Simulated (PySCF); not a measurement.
C3H5F3, SMILES C[C@@H](F)C(F)F.

Coordinates come from a B3LYP-D3(BJ)/def2-SVP optimisation. The structure was generated by enumeration; whether it is a known compound was not checked. One conformer was computed; it need not be the lowest.

Two levels are set side by side: PBE/def2-TZVP (PySCF) and PBE0/def2-TZVP (PySCF). Same geometry, gas phase. Differences are taken from unrounded values.

```
quantity                      PBE0
---------------------------  -----
orbital gap (eV)             10.43
highest occupied level (eV)  -9.43
lowest empty level (eV)       1.00
dipole moment (D)             3.27
mean polarisability (bohr³)   39.1
```

Question: What does PBE give, and how far is it from PBE0? (An estimate is asked for; the answer gives what the named calculation found.)

Answer: 
```
quantity                       PBE  PBE minus PBE0
---------------------------  -----  --------------
orbital gap (eV)              7.85           -2.57
highest occupied level (eV)  -7.70            1.73
lowest empty level (eV)       0.16           -0.84
dipole moment (D)             3.04           -0.23
mean polarisability (bohr³)   40.8             1.7
```

PBE's occupied levels lie high since its potential decays too fast outside the molecule; exact exchange lowers them and widens the gap. PBE's more diffuse valence density responds more strongly to a field. Differences between two approximate levels are no errors against the true value.

Rough cost on one machine, each run with all the roots and properties that it gave: PBE0 against PBE within a factor of 2.
